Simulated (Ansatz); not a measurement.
Consider the ligand exchange at the Si–C bond: `[CH3][GaH]/[N]=C\[SiH3]` + `OB(S)S` → `[SiH3]OB(S)S` + `C=[N][GaH][CH3]`.

Computed with Ansatz on PBE0-D4/def2-TZVP structures; ΔE is electronic, products minus reactants. CBS: MP2 limit from def2 TZ/QZ plus the TZ coupled-cluster correction, frozen cores. This one scheme is used for every species. DFT in def2-TZVPP. For Ga outer-core shells are correlated without core-valence functions, which leaves a few kJ/mol of doubt a bond. Scalar relativity is left out up to krypton. Each species was taken in one conformer, which may not be the lowest.

| species | r2SCAN-D4 energy (Eh) |
| --- | --- |
| `[CH3][GaH]/[N]=C\[SiH3]` | -2350.04054 |
| `OB(S)S` | -898.33943 |
| `[SiH3]OB(S)S` | -1189.04813 |
| `C=[N][GaH][CH3]` | -2059.36766 |

Problem. Work out ΔE.

Solution. ΔE = (-1189.04813) + (-2059.36766) − (-2350.04054) − (-898.33943) = -0.03582 Eh = -94.0 kJ/mol. CCSD(T)/CBS gives -98.5 kJ/mol.

Largest T1 diagnostic among the species: 0.015.

From PBE to PBE0 (25 % exact exchange), in def2-TZVPP and without D4, ΔE moves by −8.1 kJ/mol. In def2-TZVPP, CCSD(T) changes the Hartree–Fock value by +21.8 kJ/mol (the triples alone add +3.8 kJ/mol) and MP2 by +18.1 kJ/mol.
